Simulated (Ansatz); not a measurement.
Frontier orbitals of `[OH][Zr]([OH])([SH])[SH]`.

Total charge 0; spin multiplicity 1. Correlated methods include outer-core shells of Zr, which these sets cover unevenly. Zr takes the def2 core potential. Geometry: relaxed with PBE0-D4/def2-TZVP. It is one conformer, not always the lowest. Basis def2-TZVPP, Ansatz 0.2.0.

Orbital energies of one run (eV). Highest occupied ones, from the top: -7.09, -7.72, -8.17, -8.44, -9.87, -10.08, -10.18, -10.37, -11.07, -11.23, -14.33, -14.79, -19.45, -19.57. Empty: -1.13, -0.85, -0.45, -0.41, -0.08, 0.15.

(1) Which functional gave them?
A. ωB97M-V
B. r2SCAN
C. PBE0
D. LC-ωPBE

## Answers

(1) C. HOMO energies: PBE0 -7.09, LC-ωPBE -9.73, r2SCAN -6.20, ωB97M-V -9.20 eV.

LC-ωPBE has ω = 0.4 bohr⁻¹.
